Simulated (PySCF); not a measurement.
TiCl4, SMILES [Cl][Ti]([Cl])([Cl])[Cl], multiplicity 1.

Geometry: B3LYP-D3(BJ)/def2-SVP. The multiplicity is an assumed one; other spin states were not compared. The isomer is the one that the SMILES or the coordinates give; other isomers of the formula were not compared.

All values below come from B3LYP/def2-TZVP in PySCF.

Symmetry labels are those of the subgroup D2 that the program uses (full group Td).

Computed valence orbital energies around the gap with their symmetry:
```tsv
orbital	symmetry	energy (eV)
HOMO−7	A	-10.63
HOMO−6	A	-10.63
HOMO−5	B1	-10.24
HOMO−4	B2	-10.24
HOMO−3	B3	-10.24
HOMO−2	B1	-9.34
HOMO−1	B2	-9.34
HOMO	B3	-9.34
LUMO	A	-4.00
LUMO+1	A	-4.00
LUMO+2	B1	-3.29
LUMO+3	B2	-3.29
```
